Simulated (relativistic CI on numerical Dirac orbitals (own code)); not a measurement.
## Transition arrays of Ho22+

These numbers are calculated, not measured: Dirac-Coulomb-Breit CI, KLI orbitals optimised for each configuration, model QED (radiative potential, 1s self-energy scaled to tabulated hydrogen-like ionisation energies), valence Slater integrals scaled by 0.9, whole transition arrays (own radial code, finite nucleus).

Configuration list (outside the closed core [Ar] 3d10 4s2): 4p6.4d9, 4p6.4d8.4f, 4p5.4d10, 4p6.4d8.5p, 4p6.4d8.5f. Levels of other configurations are missing.

All E1 lines from the levels of 4p6.4d9; mean and standard deviation are weighted by gf, and upper levels are sorted by their leading configuration.

| Upper configuration | Lines | Σgf | Mean (eV) | Mean (nm) | σ (eV) | Strongest line (nm) |
| --- | --- | --- | --- | --- | --- | --- |
| 4p6.4d8.4f | 81 | 68.7 | 203.56 | 6.091 | 4.22 | 6.048 |
| 4p5.4d10 | 3 | 5.6 | 210.70 | 5.885 | 14.85 | 5.794 |
| 4p6.4d8.5p | 60 | 8.7 | 288.65 | 4.295 | 4.53 | 4.304 |
| 4p6.4d8.5f | 81 | 13.6 | 417.55 | 2.969 | 4.69 | 2.995 |

Σgf per state of the lower configuration in bins of 0.1 nm over the central range (centre: value): 2.95: 1.07, 3.05: 0.27, 4.15: 0.08, 4.25: 0.39, 4.35: 0.35, 5.75: 0.53, 6.05: 5.87, 6.15: 0.91.

(1) How do configuration mixing and the scaling of the Slater integrals move the arrays?

## Answers

(1) Slater scale 0.9, no configuration mixing: 4p6.4d8.4f 202.2 ± 5.6 eV (Σgf 66.8), 4p5.4d10 169.4 ± 18.6 eV (Σgf 4.4), 4p6.4d8.5p 288.9 ± 4.5 eV (Σgf 10.2), 4p6.4d8.5f 417.5 ± 4.7 eV (Σgf 14.5); Slater scale 1: 4p6.4d8.4f 207.6 ± 4.2 eV (Σgf 70.2), 4p5.4d10 214.6 ± 15.0 eV (Σgf 5.7), 4p6.4d8.5p 288.7 ± 4.7 eV (Σgf 8.5), 4p6.4d8.5f 417.7 ± 4.8 eV (Σgf 13.6); Slater scale 0.8: 4p6.4d8.4f 199.5 ± 4.2 eV (Σgf 67.3), 4p5.4d10 206.9 ± 14.7 eV (Σgf 5.4), 4p6.4d8.5p 288.6 ± 4.4 eV (Σgf 8.9), 4p6.4d8.5f 417.5 ± 4.6 eV (Σgf 13.6). With mixing, levels are counted to their leading configuration, so an array can shrink or vanish into another, and the sums then hold other lines.
